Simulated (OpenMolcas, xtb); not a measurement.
A ladder of methods for AlGeH4F (SMILES [F][AlH][GeH3])

AlGeH4F: 7 atoms, total charge 0, spin state singlet. SMILES: `[F][AlH][GeH3]`. Geometry: relaxed at PBE0-D4/def2-TZVP.

Each level gives the dipole moment (D). The values are calculated.

| level | kind | program | value (D) |
| --- | --- | --- | --- |
| GFN0-xTB | semi-empirical | xtb | 1.01 |
| HF/def2-SVPD | Hartree–Fock | OpenMolcas | 1.42 |
| SVWN5/def2-SVPD | LDA | OpenMolcas | 1.39 |
| revPBE/def2-SVPD | GGA | OpenMolcas | 1.27 |
| M06-L/def2-SVPD | meta-GGA | OpenMolcas | 1.36 |
| BHLYP/def2-SVPD | global hybrid | OpenMolcas | 1.42 |
| M06-2X/def2-SVPD | hybrid meta-GGA | OpenMolcas | 1.38 |

All-electron rows without a relativistic Hamiltonian named are non-relativistic. The values span 1.01 to 1.42 D. Magnitudes only.
